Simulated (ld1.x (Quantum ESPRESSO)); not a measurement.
# Reading a pseudo-wave (gallium (Ga))

Columns: radius, all-electron u(r) and pseudo u(r) of the 4p shell (level -2.58 eV) of gallium in the configuration [Ar] 3d10 4s2 4p1; PBE, scalar-relativistic, ultrasoft scheme, ld1.x (Quantum ESPRESSO) 7.5.

| r (bohr) | all-electron | pseudo |
| --- | --- | --- |
| 0.123 | 0.1212 | 0.0051 |
| 0.245 | -0.0161 | 0.0200 |
| 0.368 | -0.1607 | 0.0441 |
| 0.490 | -0.2066 | 0.0760 |
| 0.613 | -0.1739 | 0.1146 |
| 0.735 | -0.0994 | 0.1577 |
| 0.858 | -0.0081 | 0.2039 |
| 0.980 | 0.0839 | 0.2508 |
| 1.103 | 0.1707 | 0.2975 |
| 1.225 | 0.2478 | 0.3417 |
| 1.348 | 0.3153 | 0.3829 |
| 1.470 | 0.3722 | 0.4198 |
| 1.593 | 0.4202 | 0.4523 |
| 1.715 | 0.4592 | 0.4799 |
| 1.838 | 0.4907 | 0.5031 |
| 1.960 | 0.5151 | 0.5217 |
| 2.083 | 0.5337 | 0.5365 |
| 2.205 | 0.5467 | 0.5475 |
| 2.328 | 0.5551 | 0.5552 |
| 2.450 | 0.5593 | 0.5593 |
| 2.573 | 0.5601 | 0.5601 |
| 2.695 | 0.5578 | 0.5578 |
| 2.818 | 0.5529 | 0.5529 |
| 2.940 | 0.5460 | 0.5460 |
| 3.063 | 0.5372 | 0.5372 |
| 3.185 | 0.5269 | 0.5269 |

(1) How many radial nodes do the two functions have?

(2) At about which radius was the pseudo-wave matched?

(3) Is the pseudo-wave norm-conserving?

## Answers

(1) The all-electron 4p function has n − l − 1 = 2; the pseudo-wave has 0, since the states of the same l below it are removed with the core.

(2) 2.45 bohr. The columns agree to 0.0005 from 2.33 bohr on; several derivatives are matched, so the curves merge somewhat inside the radius.

(3) No, it belongs to an ultrasoft set: the norm inside the radius is not constrained, and the difference is carried by the augmentation charge.
